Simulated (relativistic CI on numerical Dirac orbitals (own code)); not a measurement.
## A ladder of approximations for the levels of Ne III

Calculated with a relativistic CI code on KLI orbitals (one set per configuration, finite nucleus), adding one ingredient at a time: step 1, Dirac-Coulomb, each configuration alone; step 2, with Breit and QED terms; step 3, with configuration mixing; step 4, with scaled Slater integrals (0.85); step 5, with a P86 correlation estimate; step 6, tied to the ionisation limit. P86 is a density functional for the correlation energy, evaluated here for each configuration and added to its levels. Step 6 is semi-empirical: configurations made of the next ion and one excited electron move by 184 cm⁻¹, so that their limit matches the tabulated ionisation energy, and those with a non-penetrating f or g electron also take the P86 value of the least penetrating other one.

Configurations in the expansion (outside the closed core 1s2): 2s2 2p4, 2s 2p5, 2s2 2p3 3s, 2s2 2p3 3p, 2p6, 2s2 2p3 3d, 2s2 2p3 4s, 2s2 2p3 4p, 2s2 2p3 4d, 2s2 2p3 4f, 2s 2p4 3s, 2s2 2p2 3s 3p, 2p5 3s, 2s 2p4 3p, 2s2 2p2 3s2, 2s2 2p 3s2 3p, 2s2 2p 3s2 3d, 2s2 2p 3s2 4s, 2s2 2p 3s2 4p, 2s2 2p2 3p2, 2s2 2p 3s 3p2, 2s2 2p 3p3, 2s2 2p 3p2 3d, 2s2 2p 3p2 4s, 2s2 2p 3p2 4p.

Computed minus measured energy above the ground level, in cm⁻¹, for 11 of the 25 excited levels that pair in every step (one J of a term; a digit in brackets numbers repeated terms):

| Configuration | Term | J | Measured | Step 1 | Step 2 | Step 3 | Step 4 | Step 5 | Step 6 |
| --- | --- | --- | --- | --- | --- | --- | --- | --- | --- |
| 2s2 2p4 | 3P | 1 | 650 | -1 | -15 | -16 | -15 | -15 | -15 |
| 2s2 2p4 | 1D | 2 | 25841 | 1940 | 1917 | 2498 | -1608 | -1617 | -1617 |
| 2s2 2p4 | 1S | 0 | 55747 | 13208 | 13255 | -2277 | -8049 | -7995 | -7995 |
| 2s 2p5 | 3P° | 1 | 204879 | 10397 | 10268 | 7409 | 9701 | 10995 | 10997 |
| 2s2 2p3 3s | 3D° | 3 | 353148 | -5983 | -6094 | -6755 | -8289 | -2543 | -2360 |
| 2s2 2p3 3p | 3P | 1 | 356766 | -8734 | -8807 | -9204 | -5335 | 773 | 956 |
| 2s2 2p3 3s | 3P° | 1 | 374461 | 2157 | 2136 | -10244 | -12924 | -7136 | -6956 |
| 2s2 2p3 3s | 1P° | 1 | 379884 | 1934 | 1908 | -9758 | -13477 | -7715 | -7536 |
| 2s2 2p3 3p | 3D | 1 | 389058 | -6137 | -6234 | -6786 | -7907 | -1799 | -1616 |
| 2s2 2p3 3p | 3F | 2 | 391414 | -7214 | -7261 | -6549 | -8207 | -2104 | -1921 |
| 2s2 2p3 3p | 3S | 1 | 410135 | 2005 | 1962 | 1265 | -4185 | 1922 | 2106 |

Mean absolute errors in cm⁻¹, over all paired levels and for the configurations:

| Configuration, levels | Step 1 | Step 2 | Step 3 | Step 4 | Step 5 | Step 6 |
| --- | --- | --- | --- | --- | --- | --- |
| all, 25 | 5849 | 5868 | 6333 | 7420 | 4308 | 4243 |
| 2s2 2p4, 4 | 3795 | 3800 | 1203 | 2423 | 2412 | 2412 |
| 2s 2p5, 2 | 10392 | 10262 | 7404 | 9696 | 10990 | 10992 |
| 2s2 2p3 3s, 6 | 4047 | 4071 | 8422 | 10703 | 4941 | 4759 |
| 2s2 2p3 3p, 13 | 6613 | 6657 | 6782 | 7092 | 3572 | 3529 |

Measured levels: Moore, Atomic Energy Levels, vol. I, NSRDS-NBS 35 (1971 reprint of NBS Circular 467, 1949). The analysis dates from before 1960.

Problem. What does each ingredient do to the ground and the excited configurations, and where is the model closest to experiment?

Solution. Terms of the ground configuration are off by 3795 at first, 1203 with mixing and 2423 after scaling, which overcorrects here, since the mixing already narrows the term splittings. The Breit and QED terms change the top of the ground term (measured 927) from 957 to 913. Mixing lowers the ground level by 958; relative to it the configurations that move most are 2s2 2p3 3s by -6404, 2s 2p5 by -2858, 2s2 2p3 3p by -508. The P86 estimate moves 2s2 2p3 3p by +6117, 2s2 2p3 3s by +5762, 2s 2p5 by +1294, and takes the mean absolute error of the excited configurations from 8372 to 4669. Step 6 takes that error from 4669 to 4591. The mean absolute error is lowest at step 6 (4243 cm⁻¹), and the largest single drop is from step 4 to 5 (7420 to 4308).
